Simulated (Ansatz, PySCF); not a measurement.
Ge(F)3(SeH) (F3GeHSe), SMILES [F][Ge]([F])([F])[SeH]. Atoms are numbered in the order given.

```xyz
6

F     -1.6669    -0.7412    -1.1458
Ge    -0.6449     0.2585    -0.1870
F     -0.8921     1.8789    -0.7193
F     -1.2856     0.2358     1.4127
Se     1.5482    -0.4808    -0.3524
H      1.9839     0.5999     0.5569
```
Charge 0, spin multiplicity 1.

The structure is a stationary point at B3LYP-D3(BJ)/def2-SVP. The structure was generated by enumeration, and PubChem lists no compound with its InChIKey, so it may never have been made. The values are those of a single conformer.

Two levels are set side by side: PBE-D3(BJ)/def2-SVP (Ansatz, a first-principles code) and B3LYP-D3(BJ)/def2-SVP (Ansatz). Each level has its own optimised geometry; the coordinates shown are those of the second. Frequencies come from the Hessian of PySCF at each geometry. Differences are taken from unrounded values.

```json
[
 {"quantity": "mean bond length (Å)", "B3LYP-D3(BJ)": "1.793", "PBE-D3(BJ)": "1.805", "PBE-D3(BJ) minus B3LYP-D3(BJ)": "0.011"},
 {"quantity": "bond F1–Ge2 (Å)", "B3LYP-D3(BJ)": "1.721", "PBE-D3(BJ)": "1.735", "PBE-D3(BJ) minus B3LYP-D3(BJ)": "0.014"},
 {"quantity": "bond Ge2–F3 (Å)", "B3LYP-D3(BJ)": "1.723", "PBE-D3(BJ)": "1.737", "PBE-D3(BJ) minus B3LYP-D3(BJ)": "0.014"},
 {"quantity": "bond Ge2–F4 (Å)", "B3LYP-D3(BJ)": "1.723", "PBE-D3(BJ)": "1.737", "PBE-D3(BJ) minus B3LYP-D3(BJ)": "0.014"},
 {"quantity": "bond Ge2–Se5 (Å)", "B3LYP-D3(BJ)": "2.320", "PBE-D3(BJ)": "2.326", "PBE-D3(BJ) minus B3LYP-D3(BJ)": "0.005"},
 {"quantity": "bond Se5–H6 (Å)", "B3LYP-D3(BJ)": "1.478", "PBE-D3(BJ)": "1.488", "PBE-D3(BJ) minus B3LYP-D3(BJ)": "0.009"},
 {"quantity": "highest harmonic wavenumber (cm⁻¹)", "B3LYP-D3(BJ)": "2405", "PBE-D3(BJ)": "2355", "PBE-D3(BJ) minus B3LYP-D3(BJ)": "-50"},
 {"quantity": "mean harmonic wavenumber (cm⁻¹)", "B3LYP-D3(BJ)": "557", "PBE-D3(BJ)": "539", "PBE-D3(BJ) minus B3LYP-D3(BJ)": "-19"},
 {"quantity": "zero-point energy (kcal/mol)", "B3LYP-D3(BJ)": "9.56", "PBE-D3(BJ)": "9.24", "PBE-D3(BJ) minus B3LYP-D3(BJ)": "-0.32"}
]
```

GGA bonds tend to be longer and softer than those of functionals with exact exchange. Differences between two approximate levels are no errors against the true value.
